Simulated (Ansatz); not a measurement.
A made-up structure of CHOSe, doublet:

O1  (-0.201, 0.034, -0.051)
C2  (-1.163, -0.400, 0.502)
Se3  (1.550, -0.317, 0.470)
H4  (-0.236, 0.613, -0.828)
(Å)

It is relaxed with PBE-D4/def2-SVP and then PBE0-D4/def2-TZVP (Ansatz 0.2.0). Atoms count as bonded within 1.22 times the sum of their covalent radii (H–H: 0.88 Å). The end point is not checked to be a true minimum.

**Question.** Does its bonding change? (Judge from chemistry; the calculation decides.)

**Answer.** Computed: Yes. Formed: Se3–H4; broken: O1–Se3, O1–H4.

Where it ends: The first stage lowers the energy by 5.40 eV in 48 steps. It ends as a complex of HSe + CO:
```xyz
4
angstrom
O -1.4384 -0.0165 0.0728
C -2.5609 -0.0698 0.0867
Se 2.7091 -0.0008 -0.0624
H 1.2398 0.0166 -0.0039
```

For scale, one of the runs: PBE0-D4/def2-TZVP relaxation, 116 basis functions, launched by `ansatz run in.yaml --threads 2 --pin off --events-out ev --progress --plain --max-ram 4352MiB`. The run took about 53 s on 2 CPU threads of an Arm Neoverse V2 (shared host).
